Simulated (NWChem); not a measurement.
System: AlP₂H₅; SMILES [PH2][AlH][PH2]

Input file for NWChem:

```
start job
memory heap 200 mb stack 900 mb global 1100 mb
geometry units angstroms noautoz
  Al    -0.549064    -0.017987     0.189951
  H     -1.904158    -0.085378     1.021546
  P      0.372588    -1.991535    -0.643053
  H      0.243944    -2.693058     0.595267
  H      1.731560    -1.607027    -0.430188
  P      0.257636     2.057504    -0.503230
  H      1.636531     1.737148    -0.313273
  H      0.090459     2.663988     0.779888
end
basis spherical
  * library def2-svp
end
dft
  xc xpbe96 cpbe96
  iterations 150
  vectors input atomic output neutral.movecs
end
task dft energy
charge 1
dft
  odft
  mult 2
  vectors input atomic output cation.movecs
end
task dft energy
```

Parts of the log:

```
             Northwest Computational Chemistry Package (NWChem) 7.3.0
             --------------------------------------------------------

 CS  symmetry detected

                             Geometry "geometry" -> ""
                             -------------------------

 Output coordinates in angstroms (scale by  1.889725989 to convert to a.u.)

  No.       Tag          Charge          X              Y              Z
 ---- ---------------- ---------- -------------- -------------- --------------
    1 Al                  13.0000    -0.78585477    -0.01497997     0.00000000
    2 H                    1.0000    -2.36955938    -0.17070806     0.00000000
    3 P                   15.0000     0.36491752    -0.10118634    -2.02654147
    4 H                    1.0000    -0.51568094     0.81428858    -2.68121159
    5 H                    1.0000     1.33475387     0.88623030    -1.67378344
    6 P                   15.0000     0.36491752    -0.10118634     2.02654147
    7 H                    1.0000     1.33475387     0.88623030     1.67378344
    8 H                    1.0000    -0.51568094     0.81428858     2.68121159

 Effective nuclear repulsion energy (a.u.)     167.6128017954

      Symmetry information
      --------------------

 Group name             Cs
 Group number              2
 Group order               2
 No. of unique centers     5

  pbe96 is a nonlocal functional; adding pw91lda local functional.

                                 NWChem DFT Module
                                 -----------------

 Summary of "ao basis" -> "ao basis" (spherical)
 ------------------------------------------------------------------------------
       Tag                 Description            Shells   Functions and Types
 ---------------- ------------------------------  ------  ---------------------
 Al                         def2-svp                 8       18   4s3p1d
 H                          def2-svp                 3        5   2s1p
 P                          def2-svp                 8       18   4s3p1d

      Symmetry analysis of basis
      --------------------------

        a'         45
        a"         34

            General Information
            -------------------
          SCF calculation type: DFT
          Wavefunction type:  closed shell.
          No. of atoms     :     8
          No. of electrons :    48
           Alpha electrons :    24
            Beta electrons :    24
          Charge           :     0
          Spin multiplicity:     1
          Use of symmetry is: on ; symmetry adaption is: on
          Maximum number of iterations: 150
          AO basis - number of functions:    79
                     number of shells:    39
          Convergence on energy requested:  1.00D-06
          Convergence on density requested:  1.00D-05
          Convergence on gradient requested:  5.00D-04

              XC Information
              --------------
          PerdewBurkeErnzerhof Exchange Functional  1.000
            Perdew 1991 LDA Correlation Functional  1.000 local
           PerdewBurkeErnz. Correlation Functional  1.000 non-local

             Grid Information
             ----------------
          Grid used for XC integration:  medium
          Radial quadrature: Mura-Knowles
          Angular quadrature: Lebedev.
          Tag              B.-S. Rad. Rad. Pts. Rad. Cut. Ang. Pts.
          ---              ---------- --------- --------- ---------
          Al                  1.25       88           9.0       590
          H                   0.35       45          13.0       434
          P                   1.00       88          12.0       590
          Grid pruning is: on
          Number of quadrature shells:   311
          Spatial weights used:  Erf1

      Superposition of Atomic Density Guess
      -------------------------------------

 Sum of atomic energies:        -925.36313291

      Non-variational initial energy
      ------------------------------

 Total energy =    -926.075715
 1-e energy   =   -1615.671707
 2-e energy   =     521.983191
 HOMO         =      -0.257294
 LUMO         =       0.001866

      Symmetry analysis of molecular orbitals - initial
      -------------------------------------------------

  Numbering of irreducible representations:

     1 a'          2 a"

  Orbital symmetries:

     1 a'          2 a"          3 a'          4 a'          5 a"
     6 a'          7 a"          8 a'          9 a"         10 a'
    11 a"         12 a'         13 a'         14 a"         15 a'
    16 a'         17 a"         18 a'         19 a'         20 a"
    21 a'         22 a"         23 a'         24 a"         25 a'
    26 a'         27 a'         28 a"         29 a'         30 a"
    31 a"         32 a'         33 a'         34 a"

   convergence    iter        energy       DeltaE   RMS-Dens  Diis-err
 ---------------- ----- ----------------- --------- --------- ---------
 d= 0,ls=0.0,diis     1   -927.3551367590 -1.09D+03  9.95D-03  2.82D-01
 d= 0,ls=0.0,diis     2   -927.3636037985 -8.47D-03  7.97D-03  1.07D-01
 d= 0,ls=0.0,diis     3   -927.3754814149 -1.19D-02  3.73D-03  5.32D-02
 d= 0,ls=0.0,diis     4   -927.3872959822 -1.18D-02  6.32D-04  1.08D-03
 d= 0,ls=0.0,diis     5   -927.3875174558 -2.21D-04  1.23D-04  3.35D-05
  Resetting Diis
 d= 0,ls=0.0,diis     6   -927.3875239659 -6.51D-06  4.13D-05  5.97D-06
 d= 0,ls=0.0,diis     7   -927.3875253274 -1.36D-06  1.01D-05  8.70D-08
 d= 0,ls=0.0,diis     8   -927.3875253200  7.35D-09  5.81D-06  1.24D-07

         Total DFT energy =     -927.387525320015
      One electron energy =    -1617.880391552442
           Coulomb energy =      589.332448749686
    Exchange-Corr. energy =      -66.452384312655
 Nuclear repulsion energy =      167.612801795396

 Numeric. integr. density =       48.000025596320

                  Occupations of the irreducible representations
                  ----------------------------------------------

[...]
```

Level: PBE/def2-SVP, vertical spin-unrestricted ions. Structure relaxed at the PBE0/def2-SVP level.
